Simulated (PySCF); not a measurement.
Sn⁺ (tin, charge +1) across methods

[Kr] 4d10 5s1 5p1 5d1, one real determinant (an excited configuration). Computed with PySCF 2.14 in aug-cc-pwCVTZ-DK3 with one added diffuse shell each of s, p, d, f type (11s10p8d5f1g, 125 functions), with scalar relativity by spin-free X2C-1e.

```
method  E (hartree)  mean ε 5s α (eV)  mean ε 5p α (eV)  mean ε 5d α (eV)  Σ⟨r²⟩ (bohr²)   ⟨S²⟩
revPBE     -6175.35           -21.486           -13.505            -5.466          61.19  3.751
r2SCAN     -6175.50           -21.919           -13.911            -5.373          61.25  3.752
   UHF  -6172.81356           -26.093           -17.589            -6.484          65.73  3.752
  PBE0     -6175.16           -22.864           -14.652            -5.795          61.83  3.751
   LDA     -6169.46           -21.919           -13.660            -5.376          60.91  3.751
 TPSSh     -6175.24           -22.047           -14.004            -5.524          61.38  3.751
   PBE     -6175.08           -21.577           -13.537            -5.443          61.17  3.751
  PW91     -6175.99           -21.674           -13.595            -5.461          60.97  3.751
```

⟨L²⟩ = 8.00 against 12 for a pure F term, so this real determinant mixes terms. The outer electron is Rydberg-like, and this basis confines it to a smaller radius and binds it less than a complete one would.
